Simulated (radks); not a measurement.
Values are calculated unless marked as measured or tabulated.
Dipole-allowed excitations along the series with 12 electrons in [Ne] 3s2. Level of theory: scalar-relativistic Kohn-Sham, exchange-only LDA, spin-unpolarised, spherical densities, finite nucleus; Fermi nuclear charge, rms radius of each element as measured or else 0.836 A^(1/3) + 0.57 fm (a radial shooting solver on a logarithmic mesh with Libxc functionals). Time-dependent linear response with the Hartree and adiabatic exchange-only LDA kernel, continuum included through the Sternheimer equations, no spin-orbit coupling, so fine structure and intercombination lines are absent. Lines are the poles of the dipole polarisability below minus the highest occupied eigenvalue, found on a grid refined at the orbital gaps; the lowest seven at most are given, and weak or close lines can be missed. The first line takes the name of the lowest orbital gap if no other gap lies below it; otherwise a line is named after a gap within 0.6 % of it, if that gap stands alone.

| species | -e(HOMO) (eV) | lowest orbital gap (eV) | first line (eV) | f | static alpha (bohr^3) |
|---|---|---|---|---|---|
| Co15+ | 494.17 | 3s-3p 37.583 | 46.946 (3s-3p) | 0.736 | 0.2590 |
| Ni16+ | 552.03 | 3s-3p 40.153 | 50.019 (3s-3p) | 0.711 | 0.2203 |
| Cu17+ | 613.05 | 3s-3p 42.793 | 53.170 (3s-3p) | 0.689 | 0.1888 |
| Zn18+ | 677.24 | 3s-3p 45.513 | 56.398 (3s-3p) | 0.669 | 0.1628 |
| Ga19+ | 744.62 | 3s-3p 48.317 | 59.714 (3s-3p) | 0.651 | 0.1412 |
| Ge20+ | 815.20 | 3s-3p 51.215 | 63.127 (3s-3p) | 0.635 | 0.1231 |
